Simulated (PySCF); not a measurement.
Compound: SnFH3.
Bonds: Sn1–F2. Hydrogens: H3, H4, H5 on Sn1.

Computed by this run: PySCF, PBE0-D3(BJ)/def2-SVP geometry optimisation, gas phase, def2 core potentials past Kr; density fitting, grid level 1; the optimiser is geomeTRIC in internal coordinates, started from a GFN2-xTB structure with every atom displaced at random (about 0.03 Å).

Step 0: E = -8591.9935 eV
```
atom  x, y, z in Å  |  force x, y, z in eV/Å
Sn1     0.0584   -0.0742   -0.1545   -2.552   0.875   0.000
F2     -0.0028   -0.0336    1.7509    0.085  -0.113   1.095
H3      1.5578    0.0044   -0.5663    2.815  -0.047  -0.737
H4     -0.7189    1.4154   -0.5214   -0.051  -0.151  -0.131
H5     -0.8198   -1.4224   -0.5708   -0.297  -0.563  -0.227
```

Step 1: E = -8592.2246 eV
```
atom  x, y, z in Å  |  force x, y, z in eV/Å
Sn1     0.0151   -0.0363   -0.1399    0.429   0.012   0.295
F2     -0.0037   -0.0523    1.8251    0.050  -0.019  -0.492
H3      1.7139   -0.0032   -0.6052   -0.662  -0.107   0.188
H4     -0.7761    1.4236   -0.5547   -0.002  -0.032  -0.014
H5     -0.8744   -1.4422   -0.5874    0.185   0.146   0.023
```

**Question.** Estimate the geometry and energy of step 2. (The exact step hangs on the optimiser's Hessian estimate; all steps are aligned on step 1, rigid shifts and turns removed.)

**Answer.** E = -8592.2523 eV, largest force 0.239 eV/Å
```
atom  x, y, z in Å  |  force x, y, z in eV/Å
Sn1     0.0141   -0.0293   -0.1356    0.190   0.078  -0.019
F2      0.0090   -0.0564    1.8089    0.018   0.000  -0.017
H3      1.6788   -0.0190   -0.5891   -0.225  -0.055   0.061
H4     -0.7774    1.4255   -0.5592   -0.016  -0.009  -0.001
H5     -0.8497   -1.4313   -0.5870    0.033  -0.014  -0.024
```

The energy changes by -0.0277 eV. The first-order estimate −F·Δx gives -0.0437 eV and the mean of the old and new forces, exact on a quadratic surface, -0.0274 eV. The step makes an angle of 39° with the force vector and moves no atom by more than 0.042 Å.

What follows is the cost of the whole optimisation. Time: 5.4 s; peak memory 0.25 GiB. Hardware: one thread, Arm Neoverse V2 (aarch64), no GPU, shared host.
